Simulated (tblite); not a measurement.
Isomers of CH8GeOSi. Level: GFN2-xTB in tblite, geometry and Hessian alike; calculated harmonic values, unscaled, isolated species. This tight-binding method is rough: wavenumbers can miss measured ones by several per cent, in bad cases by 10 to 20. Modes of hydrogen on germanium and silicon can be 10 to 20 % off. One conformer each.

Electronic energies: GFN2-xTB at the same geometries; isomer energies are rough at this level and their order can be wrong.

```
              SMILES  electronic energy, lowest = 0 (kcal/mol)
  O[SiH2][CH2][GeH3]                                      24.8
    C[SiH2][O][GeH3]                                       4.0
[CH3][GeH2][O][SiH3]                                       0.0
```

Task: How do GFN2-xTB zero-point energies change the relative energies?

Result: 
```
              SMILES  ZPE (kcal/mol)  of it from modes above 1550 cm⁻¹  electronic (kcal/mol)  with ZPE, lowest = 0 (kcal/mol)  lowest mode (cm⁻¹)  rings
[CH3][GeH2][O][SiH3]            48.5                              28.0                    0.0                              0.0                  20      0
    C[SiH2][O][GeH3]            48.9                              27.9                    4.0                              4.4                  12      0
  O[SiH2][CH2][GeH3]            49.0                              28.9                   24.8                             25.2                  44      0
```

The zero-point energies span 0.5 kcal/mol, from `[CH3][GeH2][O][SiH3]` to `O[SiH2][CH2][GeH3]`. The order is unchanged.
